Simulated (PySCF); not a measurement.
## How the method moves the HOMO and LUMO of MeSi(SMe)3

Species: MeSi(SMe)3, C4H12S3Si.
Structure used (PBE0-D3(BJ)/def2-SVP), in Å, numbered top down from 1:
```xyz
20
C4H12S3Si angstrom
C     -2.5464   -1.5466    0.4617
S     -1.8125   -0.9805   -1.1077
Si     0.0903   -0.2995   -0.4202
C      0.9610    0.4407   -1.8979
S     -0.1370    1.1176    1.1807
C     -0.9395    2.4770    0.2692
S      1.1127   -1.9732    0.4301
C      2.5888   -1.1752    1.1468
H     -3.6215   -1.6776    0.2822
H     -2.1063   -2.5027    0.7742
H     -2.3909   -0.7927    1.2464
H      1.0611   -0.3173   -2.6892
H      1.9654    0.7864   -1.6102
H      0.4004    1.2979   -2.3007
H     -1.7522    2.0882   -0.3619
H     -1.3647    3.1587    1.0175
H     -0.2167    3.0298   -0.3468
H      3.2575   -0.7943    0.3624
H      2.3124   -0.3590    1.8275
H      3.1177   -1.9526    1.7143
```

Basis pcSseg-1 throughout (PySCF), one geometry. The structure is a single PBE0-D3(BJ)/def2-SVP conformer in the gas phase; no vibrational or solvent corrections.

How do the orbital energies, the gap and the dipole change with the method?

| method | kind | HOMO (eV) | LUMO (eV) | gap (eV) | μ (D) | SCF cycles |
| --- | --- | --- | --- | --- | --- | --- |
| B97-D | GGA | -5.64 | -0.53 | 5.11 | 1.85 | 14 |
| KT2 | GGA | -5.76 | -0.82 | 4.94 | 1.83 | 14 |
| LDA | LDA | -5.77 | -0.86 | 4.91 | 1.91 | 13 |
| PBE0 | global hybrid | -6.90 | 0.23 | 7.13 | 1.96 | 13 |
| CAM-B3LYP | range-separated hybrid | -8.18 | 1.34 | 9.52 | 1.93 | 12 |
| wB97X-D | range-separated hybrid | -8.76 | 1.98 | 10.74 | 2.02 | 12 |
| LC-wPBE | range-separated hybrid | -9.60 | 2.47 | 12.07 | 2.06 | 13 |
| HF | Hartree–Fock | -9.65 | 3.61 | 13.25 | 2.11 | 10 |

The HOMO spans 4.01 eV, from B97-D down to HF, and the gap runs from 4.91 eV (LDA) to 13.25 eV (HF). Over the methods B97-D (0 %), KT2 (0 %), LDA (0 %), PBE0 (25 %), HF (100 %), a straight line through the gap against the share of exact exchange rises by 0.83 eV for each 10 % (correlation coefficient 1.000). The dipole ranges from 1.83 D (KT2) to 2.11 D (HF). This basis has no diffuse functions.

The vertical ΔSCF ionisation energy at PBE0/def2-SVPD is 8.45 eV; −ε(HOMO) comes closest to it with CAM-B3LYP (8.18 eV).
